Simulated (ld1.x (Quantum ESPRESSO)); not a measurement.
# What one change does to a pseudopotential (S, RRKJ)

* Element: sulfur (S)
* Generator: ld1.x (Quantum ESPRESSO) 7.5
* Type: norm-conserving RRKJ (Kleinman–Bylander form)
* Functional: PBEsol
* Relativity: scalar-relativistic
* Frozen core: [Ne]
* Valence charge: 6
* Reference configuration: 3s2 3p4
* Partial waves: 3p (bound): rc 1.30 bohr; 3s (bound): rc 1.35 bohr
* Local potential: the s channel
* Core correction: a·sin(br)/r model core inside 0.95 bohr
* rho0: 0.01

Change: all radii but the core radius scaled by about 0.82 (s 1.10, p 1.06 bohr).

Cutoffs: the cutoffs (Ry, on a coarse ladder) from which the occupation-weighted sum of valence levels, in a spherical-Bessel basis at the reference potential, stays within 10 and 1 mRy of its value at 400 Ry; they do not see the model core or the augmentation charge, which bear on the density cutoff. Errors are all-electron minus pseudo energies relative to the spin-unpolarised reference configuration.

Task: Predict the effect on cutoff, ghosts and configuration errors.

Result: The potential gets harder (40 Ry and 60 Ry → 110 Ry and 180 Ry); of the 7 tests that both files solve, the error grows in 4 and shrinks in 0 by more than 15 % and 0.3 meV (median size 3.1 → 6.4 meV); neither file shows a bound ghost. A smaller radius makes the pseudo-wave follow the all-electron one further in, where it bends more sharply, so more plane waves are needed. That the errors move this way runs against the usual rule that smaller radii transfer better.

| quantity | base | changed |
| --- | --- | --- |
| cutoff, loose | 40 Ry | 110 Ry |
| cutoff, tight | 60 Ry | 180 Ry |
| loose cutoff by channel (10 mRy a level) | p 10 Ry, s 21 Ry | p 90 Ry, s 50 Ry |
| bound ghosts | none | none |
| error for 3s2 3p3, meV [ΔE 11.73 eV] | +3.1 | +4.7 |
| error for 3s2 3p2, meV [ΔE 33.97 eV] | +22 | +28 |
| error for 3s2 3p1, meV [ΔE 67.97 eV] | +74 | +81 |
| error for 3s2 3p0, meV [ΔE 114.73 eV] | +173 | +155 |
| error for 3s2 3p3.5, meV [ΔE 4.64 eV] | +0.4 | +0.8 |
| error for 3s0 3p6, meV [ΔE 20.68 eV] | +0.3 | +6.4 |
| error for 3s2 3p4.3, meV [ΔE -1.70 eV] | +0.3 | +0.3 |
